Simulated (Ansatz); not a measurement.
`C=C(CC)C(C)C` at its PBE0-D4/def2-TZVP geometry, where that method's forces vanish. The species carries charge 0 and has multiplicity 1.

```xyz
21

C     1.5742    0.5915    0.9207
C     0.3698    0.1802    0.5364
C    -0.8067    0.2715    1.4687
C    -1.7286    1.4424    1.1396
C     0.0879   -0.3910   -0.8333
C     1.1110   -0.0115   -1.8910
C    -0.0508   -1.9127   -0.7544
H     2.4326    0.5762    0.2603
H     1.7402    0.9657    1.9254
H    -1.3845   -0.6587    1.4317
H    -0.4459    0.3734    2.4956
H    -1.1920    2.3902    1.2234
H    -2.1241    1.3731    0.1234
H    -2.5806    1.4716    1.8229
H    -0.8840    0.0078   -1.1526
H     0.7988   -0.3826   -2.8702
H     2.0885   -0.4510   -1.6744
H     1.2350    1.0713   -1.9585
H    -0.7994   -2.2204   -0.0218
H     0.9032   -2.3634   -0.4682
H    -0.3445   -2.3235   -1.7237
```

What forces (eV/Å) does B3LYP-D4/def2-TZVPP give on these atoms in the Gaussian-basis code of Ansatz? (An estimate is asked.)

Computed: 
```
C1   0.135  0.047  0.047
C2   0.099  0.035  0.040
C3  -0.013 -0.174  0.180
C4  -0.155  0.180 -0.041
C5  -0.185  0.100 -0.033
C6   0.149  0.061 -0.191
C7  -0.038 -0.250  0.007
H8  -0.056  0.010  0.079
H9   0.007 -0.026 -0.076
H10  0.029  0.059  0.020
H11 -0.035 -0.010 -0.050
H12 -0.035 -0.041 -0.004
H13  0.016  0.011  0.058
H14  0.034  0.009 -0.034
H15  0.067 -0.031  0.003
H16  0.023  0.026  0.041
H17 -0.048  0.032 -0.025
H18  0.001 -0.060 -0.011
H19  0.044  0.006 -0.047
H20 -0.052  0.009 -0.015
H21  0.014  0.006  0.052
```

B3LYP here is the variant with VWN-RPA as its local correlation; programs differ in this.
